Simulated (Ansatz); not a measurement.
`CBBO` + HCl → `CBCl` + `BO` at 600 K and 1 bar (cleavage of the B–B bond).

Gas-phase electronic energies from Ansatz, PBE0-D4/def2-TZVP geometries. CCSD(T)/CBS is the MP2 limit (def2-TZVPP, def2-QZVPP) plus CCSD(T) − MP2 in def2-TZVPP, frozen cores. This one scheme is used for every species. One conformer a species, not always the lowest.

```tsv
species	CCSD(T)/CBS energy (Eh)	H − E (kJ/mol)	S (J/(mol·K))
`CBBO`	-166.44324	252.8	394.3
HCl	-460.38127	35.4	207.2
`CBCl`	-525.07110	169.4	342.6
`BO`	-101.80414	119.7	267.1
```

H − E and S are ideal-gas, rigid-rotor, harmonic terms from PBE0-D4/def2-TZVP, for one conformer and one mirror image of each species. 1 Eh = 2625.50 kJ/mol, R = 8.31446 J/(mol·K).

Problem. By hand: ΔE, ΔH, ΔS and ΔG.

Solution. ΔE = (-525.07110) + (-101.80414) − (-166.44324) − (-460.38127) = -0.05073 Eh = -133.2 kJ/mol. Δ(H − E) = 169.4 + 119.7 − 252.8 − 35.4 = 0.9, so ΔH = -132.3 kJ/mol. ΔS = 342.6 + 267.1 − 394.3 − 207.2 = 8.2 J/(mol·K). ΔG = -132.3 − 600 × (8.2)/1000 = -137.2 kJ/mol.

Problem. By hand: the equilibrium constant, and the temperature at which ΔG would vanish if ΔH and ΔS stayed fixed.

Solution. log₁₀ K = −ΔG/(RT ln 10) = 11.9. ΔH and −TΔS have one sign here, so there is no such temperature.

The number of gas molecules stays the same, so ΔS is small and ΔH decides. A doubt of 5 kJ/mol in ΔE shifts log₁₀ K by 0.4 here. Other conformers and mirror images would add mixing entropy, several J/(mol·K) or more a flexible species. Modes under 60 cm⁻¹, often nearly free rotors, make the harmonic entropy too high. These are equilibria of isolated gas molecules and say nothing of rates. Largest T1 diagnostic: 0.014 (customary marks: 0.02 for closed shells, 0.045 for open ones).

ΔS is within the doubt of such terms, so its sign, and with it that verdict, could turn.
